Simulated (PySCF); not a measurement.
Identify the unknown among the candidates.

| technique | computed result |
| --- | --- |
| Triplet | lowest triplet excitation (Tamm–Dancoff): 8.15 eV [TDA PBE0/def2-SVPD] |
| Dipole | 2.43 D [PBE0/def2-SVPD] |
| Rotational structure | rotational constants A, B, C: 5.135, 1.751, 1.741 GHz [GFN2-xTB] |
| 13C NMR | chemical shifts (computed TMS as zero) by class: 137.1 (1 C), 19.6 (1 C) ppm [GIAO PBE0/pcSseg-1] |
| UV, strongest line | among the 6 lowest singlet transitions: S4 at 9.44 eV (131 nm, f = 0.185) [TDDFT PBE0/def2-SVPD] |
| 1H NMR | chemical shifts (computed TMS as zero) by class: 4.02 (3 H), 1.66 (2 H) ppm [GIAO PBE0/pcSseg-1] |
| UV, first state | lowest singlet excitation: 8.88 eV (140 nm, f = 0.052) [TDDFT PBE0/def2-SVPD] |

The electronic properties come from PySCF, for the isolated species, density fitting. Levels stand in brackets. Geometry: GFN2-xTB; no solvent, vibrations or thermal averaging. Each NMR value is the plain mean over a class of atoms that symmetry, rotation or inversion makes alike.

Task: Which candidate is it?
A. `C[C@@H](F)[SiH2]C[SiH2]F`
B. `FC(F)(F)C[SiH3]`
C. `C[SiH2]C(F)(F)F`
D. `F[SiH2]C[C@H](F)[SiH3]`

Result: B. It is `FC(F)(F)C[SiH3]`. Numbering: `[F:1][C:2]([F:3])([F:4])[CH2:5][SiH3:6]`. Its formula, C2H5F3Si, gives 0 degrees of unsaturation, so no ring and no π bond. 2 carbons fall into 2 classes; from least to most shielded: CF3 carbon [C2] (137.1 ppm), sp3 carbon bound to silicon [C5] (19.6 ppm). Hydrogen classes from least to most shielded: 3 H on an SiH3 silicon, Si6 (4.02 ppm), 2 H on an sp3 carbon bound to silicon, C5 (1.66 ppm). The optimised geometry has point group Cs and is an asymmetric top.

The others, at the same levels:
- `C[SiH2]C(F)(F)F` fails: its computed 13C shifts are 140.3 (1 C), -9.5 (1 C) ppm, 1H shifts are 4.26 (2 H), 0.49 (3 H) ppm and lowest singlet excitation is 8.33 eV (149 nm, f = 0.034) (against 8.88 eV).
- `F[SiH2]C[C@H](F)[SiH3]` fails: it has 8 hydrogens where the 1H data count 5; its computed 13C shifts are 84.7 (1 C), 25.7 (1 C) ppm, 1H shifts are 5.41 (1 H), 5.35 (1 H), 5.22 (1 H), 3.96 (3 H), 1.21 (1 H), 1.16 (1 H) ppm and lowest singlet excitation is 6.86 eV (181 nm, f = 0.062) (against 8.88 eV).
- `C[C@@H](F)[SiH2]C[SiH2]F` fails: it has 10 hydrogens where the 1H data count 5; its computed 13C shifts are 87.7 (1 C), 20.1 (1 C), -6.1 (1 C) ppm, 1H shifts are 5.29 (1 H), 5.14 (1 H), 5.05 (1 H), 4.32 (1 H), 4.21 (1 H), 1.47 (3 H), 0.63 (1 H), 0.36 (1 H) ppm and lowest singlet excitation is 7.28 eV (170 nm, f = 0.003) (against 8.88 eV).

Each candidate is one conformer, not necessarily the lowest. Dipoles, sizes and rotational constants follow the conformer. The torsions of the flexible species, by atom-mapped SMILES:
- `[F:1][C:2]([F:3])([F:4])[CH2:5][SiH3:6]`: F1–C2–C5–Si6 60°
- `[CH3:1][SiH2:2][C:3]([F:4])([F:5])[F:6]`: C1–Si2–C3–F4 -60°
- `[F:1][SiH2:2][CH2:3][C@H:4]([F:5])[SiH3:6]`: F1–Si2–C3–C4 -66°, Si2–C3–C4–F5 -60°
- `[CH3:1][C@@H:2]([F:3])[SiH2:4][CH2:5][SiH2:6][F:7]`: C1–C2–Si4–C5 -56°, C2–Si4–C5–Si6 -51°, Si4–C5–Si6–F7 -171°
